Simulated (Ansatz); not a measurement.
A run for Ansatz (a quantum-chemistry and plane-wave program): U-PBE0/def2-TZVPP on BeC, 2S+1 = 5, a spin state set in the input, which need not be the lowest, a point of a bond scan (R = 1.644 Å).

Ansatz 0.2 input:
```yaml
crystal:
  periodic: [false, false, false]
  atoms:
    - {symbol: Be, position_ang: [0.00000000, 0.00000000, 0.00000000]}
    - {symbol: C, position_ang: [0.00000000, 0.00000000, 1.64379600]}
basis:
  gaussian:
    orbitals: def2-TZVPP
    pivot_positions_ang: [[0.00000000, 0.00000000, 0.00000000], [0.00000000, 0.00000000, 1.64379600]]
hamiltonian:
  xc: {name: PBE0}
magnetization: {spin_polarized: true, initial_magnetization: 4}
output: {forces: true, orbitals: {seedname: ./end}}
```

Output:

```
WARN ansatz: RAYON_NUM_THREADS=2 ignored (pool sized by the plan → 2); use --threads N
Functional definition: PBE0
integrals: 0.00 GiB planned
321 factors; their error is unknown
mean field: 0.11 GiB planned
mean field evaluation 1: about -1428.1027 eV, gradient 1.4e1 eV
mean field evaluation 2: about -1428.0287 eV, gradient 1.4e1 eV
mean field evaluation 4: about -1429.3477 eV, gradient 4.1e-1 eV
mean field evaluation 8: about -1429.3513 eV, gradient 5.5e-3 eV
mean field -1429.35129240 eV, -52.5276911467 hartree, gradient 1.3e-5 eV, S^2 6.001641; 0 other end points of the search recorded, 0 dependent functions left out
the calculation of the forces begins
reference -1429.35132540 eV, -52.5276923594 hartree; 7, 3 occupied and 43, 47 virtual orbitals, 321 factors
Total energy: -1429.35132540 eV, -52.5276923594 hartree
Atom 0 at     0.000000     0.000000     0.000000 Å, force    -0.000000     0.000000     0.118917 eV/Å
Atom 1 at     0.000000     0.000000     1.643796 Å, force     0.000000    -0.000000    -0.118917 eV/Å
Dipole moment:     0.000000    -0.000000    -0.019902 e Å
```

The run converged.

Cost: very roughly 0.3 core-seconds.
